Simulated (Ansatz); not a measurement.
Clusters of 10 atoms, halide: PBE-D4/def2-TZVP single points in Ansatz on relaxed structures, gas phase. Each cluster is the lowest isomer that a short search found in that spin, judged at the geometry's level, and lower ones may exist. HOMO and LUMO are taken over both spins. Singlets are spin-restricted. The structures are stationary points that may keep the symmetry of their start.

```json
{"species": "Cu5H5", "atoms": "10", "state": "singlet", "geometry": "PBE-D4/def2-SVP", "HOMO (eV)": "-5.81", "LUMO (eV)": "-2.71", "gap (eV)": "3.10", "lowest of the spins relaxed": "singlet, of singlet/triplet/quintet", "point group (within 0.1 Å)": "–"}
{"species": "Be4F6⁺", "atoms": "10", "state": "doublet", "geometry": "r2SCAN-D4/def2-SVP", "HOMO (eV)": "-9.05", "LUMO (eV)": "-7.50", "gap (eV)": "1.54", "lowest of the spins relaxed": "–", "point group (within 0.1 Å)": "Cs"}
{"species": "Li5H5", "atoms": "10", "state": "singlet", "geometry": "r2SCAN-D4/def2-TZVP", "HOMO (eV)": "-4.97", "LUMO (eV)": "-1.00", "gap (eV)": "3.97", "lowest of the spins relaxed": "singlet, of singlet/triplet/quintet", "point group (within 0.1 Å)": "Cs"}
{"species": "Na5H5", "atoms": "10", "state": "singlet", "geometry": "PBE0-D4/def2-SVP", "HOMO (eV)": "-4.63", "LUMO (eV)": "-0.64", "gap (eV)": "4.00", "lowest of the spins relaxed": "–", "point group (within 0.1 Å)": "–"}
{"species": "K5H5", "atoms": "10", "state": "singlet", "geometry": "PBE-D4/def2-SVP", "HOMO (eV)": "-3.41", "LUMO (eV)": "-0.91", "gap (eV)": "2.50", "lowest of the spins relaxed": "–", "point group (within 0.1 Å)": "Cs"}
{"species": "Li5H5⁺", "atoms": "10", "state": "doublet", "geometry": "PBE0-D4/def2-TZVP", "HOMO (eV)": "-6.36", "LUMO (eV)": "-5.34", "gap (eV)": "1.02", "lowest of the spins relaxed": "–", "point group (within 0.1 Å)": "–"}
```

The gap (eV) runs from 1.02 (Li5H5⁺) to 4.00 (Na5H5).
